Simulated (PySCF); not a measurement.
Computed shifts of a molecule CH8Cl2Si3, B3LYP/pcSseg-1 run with PySCF, GIAO, gas phase, atoms alike by connectivity averaged where their shifts nearly agree, in ppm (number of nuclei): ²⁹Si: 58.6 (1), -71.9 (1), -98.8 (1). ¹³C: 8.7 (1). ¹H: 4.17 (3), 3.83 (3), 1.04 (1), 0.59 (1). References: ²⁹Si against TMS (σ = 338.7 ppm); ¹³C against TMS (σ = 181.3 ppm); ³⁵Cl against HCl (σ = 933.3 ppm); ¹H against TMS (σ = 31.68 ppm), references at their B3LYP-D3(BJ)/def2-TZVP geometries, non-relativistic (without spin–orbit terms, shifts of atoms bonded to Cl or Br come out too high). Geometry optimised at B3LYP-D3(BJ)/def2-SVP. One conformer was computed; it need not be the lowest.

Identify the compound among the candidates.
A) C[SiH2][Si]([SiH3])(Cl)Cl
B) C[Si@@H](Cl)[SiH2][SiH2]Cl
C) [SiH3]C[Si]([SiH3])(Cl)Cl
D) C[SiH]([SiH2]Cl)[SiH2]Cl

C, [SiH3]C[Si]([SiH3])(Cl)Cl
